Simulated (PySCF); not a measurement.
Two-component Hartree-Fock for Kr (krypton, neutral)

Start: [Kr]. Calculated with PySCF 2.14 in x2c-TZVPPall-2c (6s7p4d1f, 54 functions): generalised Hartree-Fock with the X2C-1e Hamiltonian and a Gaussian nucleus; one run each with spin-orbit coupling (SO) switched off, then screened by Boettger's factors.

| spinor shell | electrons | ε, spin-free (eV) | ε, screened SO (eV) | weight of nominal j (screened SO) | rms radius, screened SO (bohr) |
| --- | --- | --- | --- | --- | --- |
| 1s1/2 | 2 | -14404.7 | -14404.3 | 1.000 | 0.0478 |
| 2s1/2 | 2 | -1960.6 | -1960.5 | 1.000 | 0.199 |
| 2p1/2 | 2 | -1728.0 | -1764.9 | 1.000 | 0.174 |
| 2p3/2 | 4 | -1728.0 | -1710.4 | 1.000 | 0.178 |
| 3s1/2 | 2 | -305.30 | -305.27 | 1.000 | 0.565 |
| 3p1/2 | 2 | -228.84 | -234.55 | 1.000 | 0.575 |
| 3p3/2 | 4 | -228.84 | -226.10 | 1.000 | 0.585 |
| 3d3/2 | 4 | -101.95 | -102.74 | 1.000 | 0.610 |
| 4s1/2 | 2 | -32.282 | -32.278 | 1.000 | 1.71 |
| 4p1/2 | 2 | -14.218 | -14.720 | 1.000 | 2.07 |
| 4p3/2 | 4 | -14.218 | -13.976 | 1.000 | 2.12 |

Task: Where does 3d5/2 lie, and what is the 3d spin-orbit splitting (screened SO)?

Result: At -101.39 eV, 1.353 eV above 3d3/2.

| quantity | spin-free | screened SO |
| --- | --- | --- |
| E (hartree) | -2788.09229 | -2788.26072 |
| M_J | 0 | 0 |
| ⟨J²⟩ | 0.000 | 0.000 |
| ⟨L²⟩ | 0.000 | 0.005 |
| ⟨S²⟩ | 0.000 | 0.005 |

Without spin-orbit coupling the j labels of p, d and f shells carry no meaning; the spin-free column gives the mean over the occupied spinors of each nl shell.
